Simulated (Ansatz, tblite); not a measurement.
Redistribution: C2H4F2 + CH2ClI → C2H4FI + CH2ClF

Species: C2H4F2 (1,1-difluoroethane) `CC(F)F`, singlet; CH2ClI `ClCI`, singlet; C2H4FI `CC(F)I`, singlet; CH2ClF (chlorofluoromethane) `FCCl`, singlet. The partners trade F for I; both sit on C, so the bond types are kept.

Shapes, held fixed at every level: PBE0-D4/def2-TZVP. Programs: Ansatz 0.2.0, tblite 0.8.0. The zero-point and thermal change to 298 K, harmonic and unscaled (PBE0-D4/def2-TZVP), is +0.5 kJ/mol.

Estimate ΔH(298 K) of this reaction.

The highest level, CCSD(T)/def2-TZVPP, gives ΔH(298 K) = +33.7 kJ/mol; the levels span +19.1 to +39.1. The column of differences is taken from that level and isn't an error. No measured value is set beside it here. For atoms past krypton def2 sets carry core potentials with scalar relativity. Outer-core shells of I are correlated, in sets that cover them unevenly. Times are processor times on shared x86 and Arm servers, and rough.

```tsv
level	kind	ΔH(298 K) (kJ/mol)	less CCSD(T)/def2-TZVPP	CPU time (sum over the molecules)
GFN2-xTB	semi-empirical	+19.1	-14.6	2.7 s
r2SCAN-D4/def2-TZVPP	meta-GGA	+29.1	-4.6	36 s
B3LYP-D4/def2-TZVPP	global hybrid	+29.3	-4.4	27 s
BHLYP-D4/def2-TZVPP	global hybrid	+34.2	+0.5	24 s
wB97X-V/def2-TZVPP	range-separated hybrid	+32.7	-1.0	54 s
MP2/def2-TZVPP	perturbation theory	+34.8	+1.1	–
CCSD(T)/def2-SVP	coupled cluster or CI	+37.8	+4.1	25 s
CCSD/def2-SVP	coupled cluster or CI	+39.1	+5.4	–
CCSD(T)/def2-TZVPP	coupled cluster or CI	+33.7	0.0	9 min
```
